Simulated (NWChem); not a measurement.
Molecule: CH₃ClGeO; SMILES O=[CH][GeH2][Cl]

```xyz
7

O      0.4661    -2.6271     0.0000
C      0.8244    -1.4826     0.0000
Ge    -0.5352    -0.0130     0.0000
Cl     0.5486     1.8636     0.0000
H      1.9121    -1.2000     0.0000
H     -1.3931    -0.0763     1.2712
H     -1.3931    -0.0763    -1.2712
```
Atoms are numbered in this order, from 1.

Program: NWChem. The geometry was optimised at PBE0/def2-SVP. Level B3LYP/def2-SVP: energy and gradient on several grids; changes count from the extra-fine grid, which is no exact limit either.

Question: Which is the coarsest grid (medium; coarse; xcoarse; xfine; fine) from which on the energy stays within 100 μHa and each gradient component within 200 μHa/bohr of xfine?

Answer: medium.
| grid | size of the energy change (μHa) | largest change of a gradient component (μHa/bohr) |
|---|---|---|
| xcoarse | 1000 | 4000 |
| coarse | 40 | 1000 |
| medium | 20 | 90 |
| fine | < 10 | < 30 |
| xfine | < 10 | < 30 |
